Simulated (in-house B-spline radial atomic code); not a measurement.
Stripping oxygen of all its electrons. The total binding energy is the sum of the 8 successive ionisation energies. Configuration: [He] 2s2 (2p1/2)2 (2p3/2)2. Level of theory: Dirac-Hartree-Fock, average of the jj configuration, Fermi nucleus of rms radius 2.6991 fm; calculated with an all-electron radial atomic-structure program (B-spline basis).

Dirac-Coulomb total energy: -74.8214 hartree. First-order corrections (hartree): Breit 0.00759, self-energy 0.005004, vacuum polarisation -0.0002441, recoil 0.00237.

Problem. What total binding energy follows, and how does it compare with the sum of NIST's ionisation energies?

Solution. 2035.59 eV from the corrected total, against 2043.84 ± 0.0022 eV from NIST's table (measured, semi-empirical and theoretical entries, uncertainties added in quadrature). The table binds 8.3 eV more, 1.03 eV per electron, the size expected of the correlation energy that Hartree-Fock leaves out.

Problem. What share of the binding belongs to the last two electrons?

Solution. 79 % by NIST's values (1610.7 eV).
